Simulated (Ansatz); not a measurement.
```xyz
6

Li   -1.3000   -2.2517    0.0000
Li    2.6000    0.0000    0.0000
Li   -1.3000    2.2517    0.0000
Li    1.3000    2.2517    0.0000
Li    1.3000   -2.2517    0.0000
Li   -2.6000    0.0000    0.0000
```

Basis set: 6-31G (spherical functions). All electrons are correlated. Charge 0, multiplicity 1.

Computed with Ansatz (development build ahead of 0.2.0); each method stands on the lowest determinant of its kind that the runs found. Restricted open shells among the atoms or ions are ROHF, correlated in semicanonical orbitals with singles.

Give the atomization energy at this shape (free ground-state atoms in the same class of orbitals less the molecule, no zero-point energy) of singlet Li6 by RHF-MP2, RHF.

```tsv
method	atomization energy
RHF-MP2	1.68 eV
RHF	-0.38 eV
```

Caution: the shape is not the minimum.

This basis has no polarisation functions and is too small for such energies, which can lie far from measured ones in either direction.
